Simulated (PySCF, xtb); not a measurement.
Se(F)(SiH3) (FH₃SeSi), SMILES [Se]([SiH3])F.

GFN2-xTB in xtb at its own geometry gives an orbital gap of 2.54 eV and a dipole moment of 3.71 D.

The structure is a stationary point at PBE-D3(BJ)/def2-TZVP.

**Question.** What does PySCF with B3LYP/def2-TZVPD give? (Estimate from the structure and the level; the computed values follow.)

**Answer.** gap 4.24 eV (levels -6.96 and -2.72 eV), dipole 2.23 D.
